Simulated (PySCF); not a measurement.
Gas-phase reaction: GeO + 2 Cl₂ ⇌ GeCl₄ + O, at 600 K and a standard pressure of 1 bar. Level: PBE0/def2-TZVP.

Computed with PySCF and rigid-rotor harmonic-oscillator thermochemistry at 1 bar. Open shells (unrestricted): O (multiplicity 3, electronic degeneracy 9); the rest are closed-shell singlets. Spin-orbit splitting is ignored; it lowers the true energy and changes the entropy of O. Ge: all electrons, no relativistic terms. The harmonic model lacks anharmonicity and excited electronic states, which grow with temperature; levels with a mode under 35 cm⁻¹ are left out.

```tsv
species	E (Ha)	H(600 K) − E (kJ/mol)	S°(600 K) (J/mol/K)
GeO	-2151.91627	24.8	246.4
Cl₂	-920.08940	23.2	247.3
GeCl₄	-3917.17491	67.0	419.7
O	-75.01861	12.5	176.2
```
E: electronic energy; H − E holds the zero-point and thermal terms. 1 Ha = 2625.5 kJ/mol.

Work out ΔH°, ΔS°, ΔG° and log10 K from these numbers.

1. ΔE = 1×(-3917.17491) + 1×(-75.01861) − 1×(-2151.91627) − 2×(-920.08940) = -0.09845 Ha = -258.5 kJ.
2. Δ(H − E) = 1×(67.0) + 1×(12.5) − 1×(24.8) − 2×(23.2) = 8.3 kJ, so ΔH° = -250.2 kJ.
3. ΔS° = 1×(419.7) + 1×(176.2) − 1×(246.4) − 2×(247.3) = -145.1 J/K; the number of gas molecules changes by -1.
4. ΔG° = ΔH° − TΔS° = -250.2 − 600×(-145.1)/1000 = -163.1 kJ.
5. log10 K = −ΔG°/(RT ln 10) = 14.19, with RT ln 10 = 11.49 kJ/mol; at standard pressures the products are favoured.
6. A shift of 10 kJ in ΔE would move log10 K by 0.87 here.
For scale, ΔH°(298 K) is -256 kJ at this level, -243 kJ at ωB97M-V/def2-TZVP†, and runs from -550 to 305 kJ over the 20 levels computed († marks an energy on the PBE0/def2-TZVP geometry).
